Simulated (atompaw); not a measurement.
An all-electron radial function and its pseudo partner (zinc (Zn))

Columns: radius, all-electron u(r) and pseudo u(r) of the 3d shell (level -10.17 eV) of zinc in the configuration [Ar] 3d10 4s2 4p0; PBEsol, scalar-relativistic, PAW (atompaw) scheme, atompaw 4.2.0.5.

| r (bohr) | all-electron | pseudo |
| --- | --- | --- |
| 0.079 | 0.0724 | 0.0047 |
| 0.158 | 0.3019 | 0.0355 |
| 0.237 | 0.5667 | 0.1103 |
| 0.315 | 0.7816 | 0.2311 |
| 0.394 | 0.9283 | 0.3894 |
| 0.473 | 1.0079 | 0.5609 |
| 0.552 | 1.0348 | 0.7176 |
| 0.631 | 1.0249 | 0.8354 |
| 0.710 | 0.9917 | 0.9005 |
| 0.788 | 0.9455 | 0.9133 |
| 0.867 | 0.8916 | 0.8856 |
| 0.946 | 0.8350 | 0.8352 |
| 1.025 | 0.7784 | 0.7784 |
| 1.104 | 0.7232 | 0.7232 |
| 1.183 | 0.6706 | 0.6706 |
| 1.262 | 0.6209 | 0.6209 |
| 1.340 | 0.5751 | 0.5751 |
| 1.419 | 0.5319 | 0.5319 |
| 1.498 | 0.4919 | 0.4919 |
| 1.577 | 0.4549 | 0.4549 |
| 1.656 | 0.4207 | 0.4207 |
| 1.735 | 0.3893 | 0.3893 |
| 1.813 | 0.3607 | 0.3607 |
| 1.892 | 0.3339 | 0.3339 |
| 1.971 | 0.3093 | 0.3093 |
| 2.050 | 0.2865 | 0.2865 |

Task: How many radial nodes do the two functions have?

Result: The all-electron 3d function has n − l − 1 = 0; the pseudo-wave has 0.

Task: At about which radius was the pseudo-wave matched?

Result: 1.05 bohr. The columns agree to 0.0005 from 0.95 bohr on; several derivatives are matched, so the curves merge somewhat inside the radius.

Task: Where does each function peak?

Result: Outermost all-electron maximum near 0.55 bohr, pseudo maximum near 0.79 bohr (to the table’s step).

Task: Is the pseudo-wave norm-conserving?

Result: No, it belongs to a PAW set: the norm inside the radius is not constrained, and the difference is carried by the augmentation charge.
